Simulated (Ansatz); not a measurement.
silanone (SMILES O=[SiH2]) moved off its minimum; all values from Ansatz (a quantum-chemistry and plane-wave program), cores frozen in correlated methods.
(charge 0, multiplicity 1)
```xyz
4

Si     0.1014    -0.4329     0.0236
O     -0.1523     0.9540     0.0540
H     -0.9999    -1.5259    -0.0308
H      1.5138    -1.0142    -0.0210
```

Forces at r2SCAN/def2-TZVPP (eV/Å):

```tsv
atom	Fx	Fy	Fz
Si1	1.495	-9.105	-0.374
O2	-1.599	8.365	0.239
H3	0.740	0.628	0.076
H4	-0.636	0.112	0.059
```

Task: Give the forces (eV/Å), the total energy and the dipole at CCSD(T)/aug-cc-pV(T+d)Z.

Result: 
| atom | Fx | Fy | Fz |
|---|---|---|---|
| Si1 | 1.589 | -9.603 | -0.396 |
| O2 | -1.676 | 8.774 | 0.251 |
| H3 | 0.831 | 0.693 | 0.081 |
| H4 | -0.744 | 0.135 | 0.064 |
Energy -365.3655 hartree, dipole 3.31 D.
